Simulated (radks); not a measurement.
Pb I, 82 electrons, occupied as [Hg] 6p2.

Method: scalar-relativistic Kohn-Sham, LDA (Slater exchange, Perdew-Zunger correlation), spin-unpolarised, spherical densities, point nucleus; computed with a radial shooting solver on a logarithmic mesh with Libxc functionals.

Energy parts (Ry):
| part | energy |
|---|---|
| total | -41741.4046 |
| kinetic | 47183.6724 |
| electron-nucleus | -104252.8129 |
| Hartree | 16078.1941 |
| exchange-correlation | -750.4581 |

Orbitals (lengths in bohr, moments of r in powers of bohr):
orbital  occ.  eigenvalue (Ry)      <r>   <1/r>
1s          2        -6472.977  0.01605   101.4
2s          2        -1157.857  0.06762   23.80
2p          6        -993.4006  0.06145   20.90
3s          2        -277.9194   0.1746   8.816
3p          6        -230.7801   0.1766   7.975
3d         10        -182.6636   0.1600   7.487
4s          2        -62.86556   0.3845   3.800
4p          6        -47.41598   0.4103   3.413
4d         10        -29.54265   0.4312   3.069
4f         14         -9.79437   0.4539   2.676
5s          2        -10.61488   0.8524   1.602
5p          6         -6.31772   0.9763   1.369
5d         10         -1.56456    1.307   1.008
6s          2         -0.90579    2.304  0.5555
6p          2         -0.27270    3.342  0.3799
7s          0         -0.04258    7.853  0.1604

The highest occupied level is 6p at -3.710 eV. For comparison, the ionisation energy in NIST's Atomic Spectra Database is 7.417 eV (measured). In exact Kohn-Sham theory the highest level is minus the ionisation energy, but local and semilocal functionals leave it too shallow, through self-interaction and a potential that decays too fast; potentials with the right tail come closer.

Beside tabulated values, note that spin-unpolarised runs miss the spin-polarisation part of the exchange energy of open shells, and scalar-relativistic runs lack spin-orbit coupling.
